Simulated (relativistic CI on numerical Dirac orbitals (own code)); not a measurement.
Line list: Electric-dipole lines, Ca³⁺

These numbers are calculated, not measured: Dirac-Coulomb-Breit CI, orbitals from a KLI potential per configuration, QED by a radiative potential, valence Slater integrals scaled by 0.85, configuration energies shifted to the measured levels that pair with them (semi-empirical) (own radial code, finite nucleus).

Configurations in the expansion (outside the closed core [Ne]): 3s²3p⁵, 3s3p⁶, 3s²3p⁴3d, 3s²3p⁴4s, 3s²3p⁴4p, 3s3p⁵3d, 3s²3p³3d², 3p⁵3d², 3s²3p⁴4d, 3s²3p⁴5s, 3s²3p⁴4f, 3s²3p⁴5p, 3s²3p⁴5d, 3s²3p⁴5f, 3s²3p⁴5g, 3p⁶3d, 3s3p⁴3d², 3s3p⁵4s, 3s3p⁵4p, 3s²3p³3d4s, 3s3p⁵4d, 3s3p⁵5s, 3s3p⁵4f, 3s3p⁵5p, 3s²3p³3d4p, 3s3p⁵5d. Levels of other configurations are missing.

| λ vac (nm) | Lower | Upper | A (s⁻¹) | gf | Branching (%) |
| --- | --- | --- | --- | --- | --- |
| 29.525 | 3s²3p⁵ ²P°3/2 [1] | 3s²3p⁴4s ²S1/2 [48] | 1.27e+09 | 3.32e-02 | 57.7 |
| 32.923 | 3s²3p⁵ ²P°3/2 [1] | 3s²3p⁴4s ²P1/2 [36] | 2.46e+09 | 8.00e-02 | 28.5 |
| 32.955 | 3s²3p⁵ ²P°3/2 [1] | 3s²3p⁴3d ²D3/2 [35] | 2.35e+09 | 1.53e-01 | 3.0 |
| 33.128 | 3s²3p⁵ ²P°3/2 [1] | 3s²3p⁴3d ²P3/2 [34] | 1.67e+10 | 1.10e+00 | 85.3 |
| 33.261 | 3s²3p⁵ ²P°1/2 [2] | 3s²3p⁴4s ²P1/2 [36] | 6.18e+09 | 2.05e-01 | 71.5 |
| 33.269 | 3s²3p⁵ ²P°3/2 [1] | 3s²3p⁴3d ²D5/2 [33] | 8.51e+10 | 8.48e+00 | 100.0 |
| 33.294 | 3s²3p⁵ ²P°1/2 [2] | 3s²3p⁴3d ²D3/2 [35] | 7.60e+10 | 5.05e+00 | 97.0 |
| 33.471 | 3s²3p⁵ ²P°1/2 [2] | 3s²3p⁴3d ²P3/2 [34] | 2.88e+09 | 1.93e-01 | 14.7 |
| 33.676 | 3s²3p⁵ ²P°3/2 [1] | 3s²3p⁴3d ²P1/2 [32] | 2.05e+10 | 6.97e-01 | 29.0 |
| 33.857 | 3s²3p⁵ ²P°3/2 [1] | 3s²3p⁴4s ²P3/2 [31] | 5.84e+10 | 4.02e+00 | 92.0 |
| 34.030 | 3s²3p⁵ ²P°1/2 [2] | 3s²3p⁴3d ²P1/2 [32] | 5.01e+10 | 1.74e+00 | 71.0 |
| 34.131 | 3s²3p⁵ ²P°3/2 [1] | 3s²3p⁴4s ⁴P3/2 [29] | 3.69e+09 | 2.58e-01 | 93.3 |
| 34.215 | 3s²3p⁵ ²P°1/2 [2] | 3s²3p⁴4s ²P3/2 [31] | 5.09e+09 | 3.57e-01 | 8.0 |
| 34.848 | 3s²3p⁵ ²P°3/2 [1] | 3s²3p⁴3d ²S1/2 [27] | 5.29e+10 | 1.93e+00 | 72.5 |
| 35.227 | 3s²3p⁵ ²P°1/2 [2] | 3s²3p⁴3d ²S1/2 [27] | 2.01e+10 | 7.48e-01 | 27.5 |
| 37.177 | 3s²3p⁵ ²P°3/2 [1] | 3s²3p⁴3d ²D5/2 [26] | 3.18e+08 | 3.95e-02 | 100.0 |
| 37.692 | 3s²3p⁵ ²P°1/2 [2] | 3s²3p⁴3d ²D3/2 [25] | 4.88e+08 | 4.15e-02 | 98.7 |
| 47.810 | 3s3p⁶ ²S1/2 [3] | 3s²3p⁴4p ²P°1/2 [61] | 4.55e+08 | 3.12e-02 | 22.4 |
| 48.180 | 3s3p⁶ ²S1/2 [3] | 3s²3p⁴4p ²P°3/2 [60] | 4.10e+08 | 5.71e-02 | 20.4 |
| 65.604 | 3s²3p⁵ ²P°3/2 [1] | 3s3p⁶ ²S1/2 [3] | 9.10e+08 | 1.17e-01 | 67.8 |
| 66.962 | 3s²3p⁵ ²P°1/2 [2] | 3s3p⁶ ²S1/2 [3] | 4.32e+08 | 5.80e-02 | 32.2 |
| 73.825 | 3s²3p⁴3d ⁴D3/2 [6] | 3s²3p⁴4p ⁴D°1/2 [45] | 2.26e+08 | 3.69e-02 | 10.2 |
| 73.930 | 3s²3p⁴3d ⁴D5/2 [5] | 3s²3p⁴4p ⁴D°3/2 [44] | 2.09e+08 | 6.86e-02 | 9.6 |
| 74.364 | 3s²3p⁴3d ⁴D7/2 [4] | 3s²3p⁴4p ⁴D°5/2 [43] | 1.37e+08 | 6.80e-02 | 6.5 |
| 74.502 | 3s²3p⁴3d ⁴D5/2 [5] | 3s²3p⁴4p ⁴D°5/2 [43] | 1.21e+08 | 6.03e-02 | 5.8 |
| 74.666 | 3s²3p⁴3d ⁴D3/2 [6] | 3s²3p⁴4p ⁴D°5/2 [43] | 5.69e+07 | 2.85e-02 | 2.7 |
| 74.849 | 3s²3p⁴3d ⁴D7/2 [4] | 3s²3p⁴4p ⁴D°7/2 [42] | 3.45e+08 | 2.32e-01 | 15.5 |
| 74.989 | 3s²3p⁴3d ⁴D5/2 [5] | 3s²3p⁴4p ⁴D°7/2 [42] | 5.68e+07 | 3.83e-02 | 2.6 |
| 76.834 | 3s²3p⁴3d ⁴D3/2 [6] | 3s²3p⁴4p ⁴P°1/2 [41] | 6.96e+08 | 1.23e-01 | 31.7 |
| 77.138 | 3s²3p⁴3d ⁴D5/2 [5] | 3s²3p⁴4p ⁴P°3/2 [40] | 8.52e+08 | 3.04e-01 | 38.8 |
| 77.299 | 3s²3p⁴3d ⁴D7/2 [4] | 3s²3p⁴4p ⁴P°5/2 [39] | 1.15e+09 | 6.19e-01 | 52.3 |
| 77.314 | 3s²3p⁴3d ⁴D3/2 [6] | 3s²3p⁴4p ⁴P°3/2 [40] | 5.98e+08 | 2.14e-01 | 27.2 |
| 77.448 | 3s²3p⁴3d ⁴D5/2 [5] | 3s²3p⁴4p ⁴P°5/2 [39] | 4.05e+08 | 2.18e-01 | 18.4 |
| 77.625 | 3s²3p⁴3d ⁴D3/2 [6] | 3s²3p⁴4p ⁴P°5/2 [39] | 5.96e+07 | 3.23e-02 | 2.7 |
| 217.20 | 3s²3p⁴4s ²D5/2 [37] | 3s²3p⁴4p ²D°5/2 [59] | 4.13e+08 | 1.75e+00 | 19.4 |
| 229.13 | 3s²3p⁴4s ⁴P5/2 [28] | 3s²3p⁴4p ⁴D°7/2 [42] | 3.78e+08 | 2.38e+00 | 17.0 |

Terms are leading LS components. Brackets give the number of a level in order of energy, since labels repeat. The list gives strong lines, with weight on those to low levels, without configurations that were not tied to measured data, without lines whose two gauges differ by over a factor of 2.5, among the lowest 400 of 1052 levels, so that lines to higher ones, which can be the strongest, are missing, and without lines across small gaps between configurations, and without 1 line that miss the measured interval by over 3.5 %, start from a term whose rates miss tabulated ones by over 60 %, have gauges far apart or, lacking measured levels, span too small a gap for the errors found; lines with a level outside our table were not tested and can miss by more. Levels whose partners in the same complex of configurations lie outside the list can be far off, and so can their lines. Rates are taken at the computed energies, electric ones in the length gauge.

Configurations whose levels could be paired with our table of measured levels were shifted onto them, all but the ground configuration, by the median error of their levels; single terms can still be off by 1,000 to 2,000 cm⁻¹ or more, and rates follow the energies as ν³ (E1, M1) or ν⁵ (E2). The others borrow a shift and can be off by several thousand cm⁻¹ or more. The fine structure of a lone outer electron comes out too small, for d and f at times inverted, and misplaced configurations move strength between like terms. 23 of the 27 excited levels that our extract of the measured tables holds in this range could be paired (the sources list more); they are missed by 313 cm⁻¹ on average and 1480 at most, after the shifts were fitted to these levels, and levels without a partner can miss by more.

LS names give the leading component of a level, which can be under half, so a name can repeat, a term be missing and a line seem to break the LS rules.
